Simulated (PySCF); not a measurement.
A series of substituents X on one scaffold: BH2-X. Gas-phase values, no solvent. One relaxed conformer stands for each flexible species; it need not be the lowest. Strings in code marks are SMILES. All members: neutral, multiplicity 1. Level: PBE-D3(BJ)/def2-TZVP // M06-2X/def2-TZVP (PySCF). Delta-SCF ions had no search for a lower state.  The removal energy is E(N − 1 electrons) − E(N electrons) at the parent's geometry; ε(HOMO) is measured against the vacuum level.

```
species                                               −ε(HOMO) (eV)  vertical ionisation energy (Delta-SCF) (eV)
----------------------------------------------------  -------------  -------------------------------------------
`BC#CC`                                                        6.29                                         9.51
`B[Si](C)(C)C` (H–B–Si–C torsion 88°)                          6.32                                         9.26
`BC(=O)O` (H–B–C–O torsion -87°, O–C–O–H torsion 0°)           6.77                                        10.54
`BOC` (H–B–O–C torsion 180°)                                   7.10                                        10.80
`BB` (H–B–B–H torsion 90°)                                     7.25                                        11.05
`BF`                                                           7.75                                        12.09
`B[Si](F)(F)F`                                                 8.15                                     withheld
```

Problem. Fit vertical ionisation energy (Delta-SCF) = a + b·x to the 6 complete rows by least squares, with x = −ε(HOMO) in eV. Give a, b and the rms residual, and predict the withheld value.

Solution. Means of the 6 rows: x̄ = 6.9133, ȳ = 10.542 eV. Σ(x − x̄)² = 1.6093 and Σ(x − x̄)(y − ȳ) = 2.9186, so b = 1.814 and a = ȳ − b·x̄ = -1.999 eV. The rms residual is 0.151 eV. At x = 8.15 the line gives 12.79 eV, outside the range of the fitted rows. The run for `B[Si](F)(F)F` gave 11.66 eV, so the line is off by 1.13 eV, more than twice the rms residual.

Codes: PySCF.
